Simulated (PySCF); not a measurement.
## Stationary points of IOI

Computed with PBE0/[I def2-TZVP with ECP28, O def2-TZVP], scalar-relativistic core potentials, density fitting, no spin–orbit coupling, PySCF.

Relaxations began from a few typed shapes. The search is not exhaustive: other isomers or separated fragments can lie lower, and high-lying points may rest on an excited occupation.

```csv
spin,group,bonds,angles,imaginary modes (cm⁻¹),ΔE (kJ/mol),ΔE with ZPE (kJ/mol)
singlet,Cs,"I–I 2.728 Å, I–O 1.813 Å",I–I–O 108.6°,none,0.0,0.0
singlet,C∞v,"I–I 2.930 Å, I–O 1.848 Å",I–I–O 180.0°,257i,141.8,–
```

The lowest minimum found is the singlet Cs: I–I 2.728 Å, I–O 1.813 Å; I–I–O 108.6°.

The electron or spin density has lower symmetry than the nuclear frame for the singlet C∞v at 141.8 kJ/mol.
